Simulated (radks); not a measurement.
Initial-state core-level shifts of the bismuth ion Bi+ when its valence configuration changes from [Hg] 6p2. Calculated with a radial shooting solver on a logarithmic mesh with Libxc functionals: non-relativistic Kohn-Sham, PBE, spin-polarised, spherical densities, point nucleus; open shells are filled with parallel spins first (spin-orbit coupling, left out, can overturn this in heavy ions); relativity is left out, which matters for an element this heavy. Shifts are changes of the shell-averaged eigenvalues in eV (positive: less bound); the change of the density at the nucleus, which sets a Mossbauer isomer shift, is in e/bohr^3, on a base of 4.111e+05.

\begin{tabular}{lrrrrr}
valence & 2p & 3d & 4s & 4d & density at nucleus \\ \hline
[Xe] 4f14 5d9.5 6s2 6p2.5 & -3.525 & -3.480 & -3.394 & -3.394 & +6.06 \\
[Xe] 4f13.5 5d10 6s2 6p2.5 & -12.102 & -13.139 & -10.692 & -10.583 & +21.28 \\
[Xe] 4f14 5d7.5 6s2 6p4.5 & -18.120 & -17.838 & -17.318 & -17.319 & +30.93 \\
[Xe] 4f14 5d8 6s2 6p4 & -14.427 & -14.211 & -13.813 & -13.814 & +24.59 \\
[Xe] 4f12 5d10 6s2 6p4 & -49.865 & -54.082 & -43.575 & -43.185 & +87.52 \\
[Xe] 4f14 5d10 6s1 6p3 & -0.914 & -0.931 & -0.940 & -0.939 & -31.34 \\
[Xe] 4f14 5d8 6s1 6p5 & -15.513 & -15.312 & -14.915 & -14.915 & -12.39 \\
[Xe] 4f14 5d9 6s1 6p4 & -8.200 & -8.118 & -7.940 & -7.940 & -22.15 \\
[Xe] 4f14 5d9 6s2 6p3 & -7.058 & -6.962 & -6.782 & -6.782 & +12.21 \\
\end{tabular}
